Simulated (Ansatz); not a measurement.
One change: `CC(C)OB(S)Cl` becomes `CC(=O)OC(C)C`.

Ansatz, PBE0-D4/def2-TZVP geometries, multiplicity 1. Each molecule was computed in one conformer, which needn't be the lowest.

```tsv
property	`CC(C)OB(S)Cl`
HOMO energy (ωB97M-V/def2-TZVPP) / eV	-9.80
HOMO energy (PBE0/def2-TZVPP) / eV	-7.62
size of the dipole moment (ωB97M-V/def2-TZVPP) / D	1.73
HOMO energy (PBE/def2-TZVPP) / eV	-6.38
HOMO–LUMO gap (B3LYP/def2-TZVPP) / eV	7.29
size of the dipole moment (B3LYP/def2-TZVPP) / D	1.71
```

(1) Give the same properties after the change, and the shifts. (Estimate.)

Results:

(1) Computed: 
```
                                          property  `CC(=O)OC(C)C`  shift
             HOMO energy (ωB97M-V/def2-TZVPP) / eV          -10.29  -0.49
                HOMO energy (PBE0/def2-TZVPP) / eV           -7.84  -0.22
size of the dipole moment (ωB97M-V/def2-TZVPP) / D            1.94   0.21
                 HOMO energy (PBE/def2-TZVPP) / eV           -6.16   0.22
             HOMO–LUMO gap (B3LYP/def2-TZVPP) / eV            7.75   0.46
  size of the dipole moment (B3LYP/def2-TZVPP) / D            1.95   0.24
```

With PBE0 the HOMO falls by 0.22 eV and the LUMO rises by 0.36 eV, so the gap widens by about 0.58 eV. PBE moves the HOMO by 0.22 eV and ωB97M-V by -0.49 eV. Dipoles are sizes alone; their direction can turn.

B3LYP here is the variant with VWN-RPA as its local correlation; programs differ in this.
